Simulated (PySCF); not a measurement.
HF5OW, charge -1, doublet, at a GFN2-xTB geometry (such geometries of metal compounds can be far from the true shape) (the multiplicity is a formal guess) (core potentials on W); DF-B3LYP/def2-SV(P) (PySCF).

The PySCF input:
```python
from pyscf import gto, scf, dft

mol = gto.Mole()
mol.atom = '''
    W     0.00505346   -0.01037942    0.00239988
    F    -0.80375424    1.65085138   -0.38170169
    F     1.53224584    0.98657810    0.83391000
    F     0.91685744    0.08254296   -1.78019062
    F    -0.95289235   -0.00852994    1.76307770
    F    -1.56828075   -0.91256508   -0.85102292
    O     0.78841096   -1.61933741    0.37441518
    H     1.20117308   -2.46712009    0.57043530
'''
mol.basis = 'def2-sv(p)'
mol.ecp = {'W': 'def2-sv(p)'}
mol.charge = -1
mol.spin = 1
mol.verbose = 4
mol.build()

mf = dft.UKS(mol)
mf.xc = 'b3lyp'
mf.small_rho_cutoff = 0
mf = mf.density_fit(auxbasis='def2-universal-jkfit')
mf.kernel()
```

**Question.** What does PySCF print? Leave out banner, timings and long lists.

**Answer.** 
```
PySCF version 2.14.0

[INPUT] verbose = 4
[INPUT] num. atoms = 8
[INPUT] num. electrons = 69
[INPUT] charge = -1
[INPUT] spin (= nelec alpha-beta = 2S) = 1
[INPUT] symmetry False subgroup None
[INPUT] Mole.unit = angstrom
[INPUT] Symbol           X                Y                Z      unit          X                Y                Z       unit  Magmom
[INPUT]  1 W      0.005053460000  -0.010379420000   0.002399880000 AA    0.009549655381  -0.019614261132   0.004535115932 Bohr   0.0
[INPUT]  2 F     -0.803754240000   1.650851380000  -0.381701690000 AA   -1.518875385058   3.119656980560  -0.721311655384 Bohr   0.0
[INPUT]  3 F      1.532245840000   0.986578100000   0.833910000000 AA    2.895524993104   1.864362409494   1.575861512536 Bohr   0.0
[INPUT]  4 F      0.916857440000   0.082542960000  -1.780190620000 AA    1.732609456870   0.155983587911  -3.364072721320 Bohr   0.0
[INPUT]  5 F     -0.952892350000  -0.008529940000   1.763077700000 AA   -1.800705567693  -0.016119250459   3.331733989328 Bohr   0.0
[INPUT]  6 F     -1.568280750000  -0.912565080000  -0.851022920000 AA   -2.963621103927  -1.724498072042  -1.608200244528 Bohr   0.0
[INPUT]  7 O      0.788410960000  -1.619337410000   0.374415180000 AA    1.489880788005  -3.060104208163   0.707542147080 Bohr   0.0
[INPUT]  8 H      1.201173080000  -2.467120090000   0.570435300000 AA    2.269888149400  -4.662181286512   1.077966488784 Bohr   0.0

nuclear repulsion = 425.091619776787
number of shells = 49
number of NR pGTOs = 198
number of NR cGTOs = 111
basis = def2-sv(p)
ecp = {'W': 'def2-sv(p)'}

******** <class 'pyscf.df.df_jk.DFUKS'> ********
method = DFUKS
initial guess = minao
damping factor = 0
level_shift factor = 0
DIIS = <class 'pyscf.scf.diis.CDIIS'>
diis_start_cycle = 1
diis_space = 8
diis_damp = 0
SCF conv_tol = 1e-09
SCF conv_tol_grad = None
SCF max_cycles = 50
direct_scf = False
number electrons alpha = 35  beta = 34
XC library pyscf.dft.libxc version 7.1.2
    S. Lehtola, C. Steigemann, M. J. T. Oliveira, and M. A. L. Marques,  SoftwareX 7, 1–5 (2018)
XC functionals = b3lyp
    P. J. Stephens, F. J. Devlin, C. F. Chabalowski, and M. J. Frisch,  J. Phys. Chem. 98, 11623 (1994)
radial grids:
    Treutler-Ahlrichs [JCP 102, 346 (1995); DOI:10.1063/1.469408] (M4) radial grids

becke partition: Becke, JCP 88, 2547 (1988); DOI:10.1063/1.454033
pruning grids: <function nwchem_prune>
grids dens level: 3
symmetrized grids: False
atomic radii adjust function: <function treutler_atomic_radii_adjust>
small_rho_cutoff = 0
Set gradient conv threshold to 3.16228e-05
tot grids = 119512
******** <class 'pyscf.df.df.DF'> ********
auxbasis = def2-universal-jkfit
init E= -629.186662953842

cycle= 1 E= -641.425105176244  delta_E= -12.2  |g|= 1.26  |ddm|= 5.18
cycle= 2 E= -638.051350965654  delta_E= 3.37  |g|= 3.21  |ddm|= 2.91
cycle= 3 E= -641.934522084833  delta_E= -3.88  |g|= 0.373  |ddm|= 2.34
cycle= 4 E= -641.993373099948  delta_E= -0.0589  |g|= 0.13  |ddm|= 0.448
cycle= 5 E= -641.9965250925  delta_E= -0.00315  |g|= 0.0853  |ddm|= 0.125
cycle= 6 E= -641.999428240401  delta_E= -0.0029  |g|= 0.00673  |ddm|= 0.0652
cycle= 7 E= -641.999436476541  delta_E= -8.24e-06  |g|= 0.0056  |ddm|= 0.00763
cycle= 8 E= -641.999448627351  delta_E= -1.22e-05  |g|= 0.000524  |ddm|= 0.00405
cycle= 9 E= -641.999448893096  delta_E= -2.66e-07  |g|= 0.000183  |ddm|= 0.00086
cycle= 10 E= -641.99944893618  delta_E= -4.31e-08  |g|= 5.92e-05  |ddm|= 0.000416
cycle= 11 E= -641.99944893934  delta_E= -3.16e-09  |g|= 1.66e-05  |ddm|= 0.000116
cycle= 12 E= -641.999448939514  delta_E= -1.74e-10  |g|= 4.85e-06  |ddm|= 2.16e-05
Extra cycle  E= -641.999448939489  delta_E= 2.46e-11  |g|= 7.86e-06  |ddm|= 1.01e-05
converged SCF energy = -641.999448939489  <S^2> = 0.75238325  2S+1 = 2.0023818
```
